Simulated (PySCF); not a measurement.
A side-by-side comparison of computed properties.

First species: C5H16N2Si2.
Geometry (PBE0-D3(BJ)/def2-SVP, Å), atoms numbered from 1 in this order:
```xyz
25
C5H16N2Si2 angstrom
N      1.3859   -0.7244    1.8396
Si     0.8209    0.2212    0.5095
C      1.9043    0.1657   -1.0281
Si     3.7195   -0.0096   -0.5759
N     -0.7433   -0.3831    0.0757
C     -1.8016   -0.5932    1.0449
C     -2.9121    0.3935    0.6426
C     -2.6600    0.6615   -0.8567
C     -1.4146   -0.1815   -1.1914
H      1.4952   -1.7298    1.7877
H      1.9565   -0.3132    2.5672
H      0.8700    1.6250    1.0457
H      1.7648    1.0785   -1.6318
H      1.6221   -0.6946   -1.6588
H      4.6014    0.2397   -1.7602
H      4.1045    0.9677    0.4908
H      4.0108   -1.3871   -0.0729
H     -2.1788   -1.6332    0.9739
H     -1.4317   -0.4567    2.0717
H     -2.8226    1.3248    1.2216
H     -3.9147   -0.0148    0.8393
H     -3.5186    0.3894   -1.4888
H     -2.4575    1.7289   -1.0306
H     -0.7562    0.2943   -1.9332
H     -1.7265   -1.1568   -1.6164
```

Second species: C4H3ClF2O2.
SMILES: `CO/C(F)=C(\F)C(=O)Cl`

Levels: PBE0/def2-SVPD for HOMO energy, LUMO energy, HOMO–LUMO gap and static isotropic polarisability; TDDFT PBE0/def2-SVPD for lowest singlet excitation; TDA PBE0/def2-SVPD for lowest triplet excitation (Tamm–Dancoff); ΔSCF PBE0/def2-SVPD for vertical ionisation energy. Geometries: PBE0-D3(BJ)/def2-SVP. Each structure is a single optimised conformer of the isolated species, non-relativistic unless stated. Electronic properties by PySCF.

Dipoles, sizes and rotational constants follow the conformer. The torsions of the flexible species, by atom-mapped SMILES:
- `[CH3:1][O:2]/[C:3]([F:4])=[C:5](\[F:6])[C:7](=[O:8])[Cl:9]`: C1–O2–C3–F4 4°, C3–C5–C7–O8 -1°

The conformers of `N[Si@@H](C[SiH3])N1CCCC1` aren't listed.

Values for the first species:

- HOMO energy: -6.28 eV
- LUMO energy: 0.41 eV
- HOMO–LUMO gap: 6.69 eV
- Lowest singlet excitation: 5.70 eV
- Lowest triplet excitation (Tamm–Dancoff): 5.60 eV
- Static isotropic polarisability: 128.7 au
- Vertical ionisation energy: 7.95 eV

Problem. Estimate the same properties for the second species, and the change in each.

Solution. 
```json
{"property": "HOMO energy", "first": "-6.28 eV", "second": "-7.50 eV", "second less first": "-1.22 eV"}
{"property": "LUMO energy", "first": "0.41 eV", "second": "-1.93 eV", "second less first": "-2.34 eV"}
{"property": "HOMO–LUMO gap", "first": "6.69 eV", "second": "5.57 eV", "second less first": "-1.12 eV"}
{"property": "lowest singlet excitation", "first": "5.70 eV", "second": "4.73 eV", "second less first": "-0.97 eV"}
{"property": "lowest triplet excitation (Tamm–Dancoff)", "first": "5.60 eV", "second": "3.17 eV", "second less first": "-2.43 eV"}
{"property": "static isotropic polarisability", "first": "128.7 au", "second": "79.6 au", "second less first": "-49.1 au"}
{"property": "vertical ionisation energy", "first": "7.95 eV", "second": "9.47 eV", "second less first": "+1.52 eV"}
```

On the first: No computed singlet falls in the visible range (750 to 380 nm, 1.65 to 3.26 eV); S1 lies 2.44 eV above its blue end. The vertical singlet–triplet gap S1 − T1 is 0.10 eV (TDDFT singlet less Tamm–Dancoff triplet; S1: HOMO→LUMO, weight 0.83; T1: HOMO→LUMO, weight 0.88).

On the second: The polarisability is 11.80 Å³ as a volume (1 au = 0.148185 Å³), or 1.02 au for each of the 78 electrons. In wavenumbers S1 is 38200 cm⁻¹ (1 eV = 8065.54 cm⁻¹).
